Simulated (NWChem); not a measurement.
Species: aminoborane (BNH₄); SMILES BN

Program: NWChem. Pople sets run with spherical d functions. Level Hartree-Fock/6-31G*: optimisations from one semi-empirical or force-field start; each run changes one setting, and all end within 0.3 mHa of each other.

```csv
setting,optimisation steps
"redundant internal coordinates, default thresholds",4
trust radius 0.05,4
tight thresholds,7
Cartesian coordinates,4
```
